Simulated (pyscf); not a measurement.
Structures and frequencies: ωB97X-D3(BJ)/def2-SVP in PySCF.

SMILES: [NH2][Y]([NH2])[O][SiH3]
```xyz
12

N     -0.9223    -0.1958    -3.4527
Y     -0.3956    -0.3090    -1.3719
N      0.3803    -2.1711    -0.6307
O     -0.6434     1.3185    -0.1144
Si    -0.8550     2.5902     0.9049
H     -0.8408    -0.9450    -4.1417
H     -1.3042     0.6008    -3.9638
H      0.6730    -2.3986     0.3202
H      0.5305    -3.0244    -1.1712
H     -2.0509     2.3872     1.7827
H     -1.0594     3.8670     0.1501
H      0.3347     2.7783     1.7943
```

How much does it cost (ΔH, 298 K, ωB97M-D3(BJ)/def2-TZVP) to split `[NH2][Y]([NH2])[O][SiH3]` at its O–Y bond into [H₂N–Y–NH₂]• + •O–SiH₃?

O–Y to [H₂N–Y–NH₂]• + •O–SiH₃: 554.9 kJ/mol. The 7 functionals that were run give +523.8 (PBE) to +558.7 kJ/mol (ωB97X-D3(BJ)/def2-TZVP). The radicals are drawn with the spin at the cut bond; how far it spreads was not checked. •O–SiH₃ lies 104.0 kJ/mol over its isomer HO–SiH₂• (electronic energy, ωB97M-D3(BJ)/def2-TZVP). Other isomers of [H₂N–Y–NH₂]• were not searched in full and may lie lower. Open-shell species with a d-block atom are single-reference here; other states, and whether the spin sits on metal or ligand, were not checked. Elements past Kr carry the def2 core potentials, without spin-orbit coupling.
